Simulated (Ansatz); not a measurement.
The same molecule with X = F, Cl, I. Ansatz, PBE0-D4/def2-TZVP geometries, multiplicity 1. Each molecule was computed in one conformer, which needn't be the lowest.

Elements past krypton have def2 core potentials. Scalar relativity is left out up to krypton. Spin–orbit coupling is left out; it splits and shifts lone-pair levels of the heavy atoms by tenths of an eV.

```tsv
X	molecule	mean X–Si bond length / Å	HOMO–LUMO gap (B3LYP/def2-TZVPP) / eV	LUMO energy (B3LYP/def2-TZVPP) / eV	HOMO energy (PBE0/def2-TZVPP) / eV
F	`F[SiH2][S][GeH3]`	1.600	6.88	-0.63	-7.76
I	`[GeH3][S][SiH2]I`	2.433	6.21	-1.17	-7.62
```

Problem. Give the row for X = Cl, `Cl[SiH2][S][GeH3]`. (An estimate is asked.)

Solution. Computed: 
```csv
X,molecule,mean X–Si bond length / Å,HOMO–LUMO gap (B3LYP/def2-TZVPP) / eV,LUMO energy (B3LYP/def2-TZVPP) / eV,HOMO energy (PBE0/def2-TZVPP) / eV
Cl,`Cl[SiH2][S][GeH3]`,2.048,6.68,-0.66,-7.59
```

From F to I the mean X–Si bond length rises at each step, by 0.833 Å in all; the HOMO–LUMO gap (B3LYP/def2-TZVPP) falls at each step, by 0.67 eV in all; the LUMO energy (B3LYP/def2-TZVPP) falls at each step, by 0.54 eV in all; the HOMO energy (PBE0/def2-TZVPP) isn't monotonic: highest at Cl, lowest at F. Bonds lengthen as the atom grows down the group.

Positive LUMOs are unbound, so they and the gaps depend on the basis.

B3LYP here is the variant with VWN-RPA as its local correlation; programs differ in this.
